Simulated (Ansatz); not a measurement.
Consider the ligand exchange at the Al–S bond: `F/C=C/[S][AlH2]` + `N[SiH2]S` → `N[SiH2][S][AlH2]` + `F/C=C\S`.

Isolated molecules relaxed with PBE0-D4/def2-TZVP in Ansatz; ΔE leaves out vibrations. CCSD(T)/CBS adds triple-zeta CCSD(T) − MP2 to the extrapolated MP2 energy (def2 sets, frozen cores). Double bonds are as drawn, so ΔE can hold a change between cis and trans. One conformer a species, not always the lowest.

```json
{"species": "`F/C=C/[S][AlH2]`", "CCSD(T)/CBS(def2) energy (Eh)": "-818.07751"}
{"species": "`N[SiH2]S`", "CCSD(T)/CBS(def2) energy (Eh)": "-744.61970"}
{"species": "`N[SiH2][S][AlH2]`", "CCSD(T)/CBS(def2) energy (Eh)": "-987.26936"}
{"species": "`F/C=C\\S`", "CCSD(T)/CBS(def2) energy (Eh)": "-575.43795"}
```

Task: Work out ΔE.

Result: ΔE = (-987.26936) + (-575.43795) − (-818.07751) − (-744.61970) = -0.01010 Eh = -26.5 kJ/mol.

Largest T1 diagnostic among the species: 0.013.

In def2-TZVPP, CCSD(T) changes the Hartree–Fock value by +10.6 kJ/mol (the triples alone add +2.1 kJ/mol) and MP2 by +13.6 kJ/mol.
